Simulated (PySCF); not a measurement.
## 4-methoxypyridine (COc1ccncc1, C6H7NO)

Cartesian coordinates in Å; atom numbers follow the order of the lines, from 1:
```xyz
15

C     2.272   -0.120    0.107
O     1.224    0.808    0.016
C    -0.034    0.355   -0.074
C    -1.053    1.313   -0.161
C    -2.367    0.876   -0.256
N    -2.732   -0.408   -0.270
C    -1.758   -1.306   -0.186
C    -0.401   -0.995   -0.087
H     2.318   -0.772   -0.783
H     3.200    0.461    0.171
H     2.181   -0.751    1.008
H    -0.797    2.373   -0.154
H    -3.176    1.613   -0.325
H    -2.063   -2.359   -0.198
H     0.334   -1.797   -0.022
```

Computed, not measured: quadratic response CAM-B3LYP/aug-cc-pVDZ first hyperpolarisability, Taylor convention, gas phase (PySCF 2.14.0). Geometry: PBE0-D3(BJ)/def2-SVP.

Question: Give β for the processes computed.

Answer: In 10⁻³⁰ esu, Taylor convention; the vector part is βᵢ = ⅓ Σⱼ (βᵢⱼⱼ + βⱼᵢⱼ + βⱼⱼᵢ); β∥ is 3/5 of the vector part along the dipole, the dipole points from − to +:
```csv
process,λ (nm),β vector norm,β∥,β HRS,depolarisation ratio
"static β(0;0,0)",∞,1.69,0.80,0.76,3.95
"second harmonic β(−2ω;ω,ω)",1907,1.78,0.84,0.80,3.97
"Pockels β(−ω;ω,0)",1907,1.72,0.81,–,–
"second harmonic β(−2ω;ω,ω)",1064,2.01,0.96,0.90,4.01
"Pockels β(−ω;ω,0)",1064,1.79,0.85,–,–
```

Question: Which lowest excitations, dipole and polarisabilities go with it?

Answer: S1 5.37 eV (f = 0.001); S2 5.51 eV (f = 0.001); S3 5.55 eV (f = 0.003); dipole 3.30 D; isotropic α 82.3 au static, 82.6 au at 1907 nm, 83.2 au at 1064 nm, 83.5 au at 953.5 nm, 86.3 au at 532 nm.
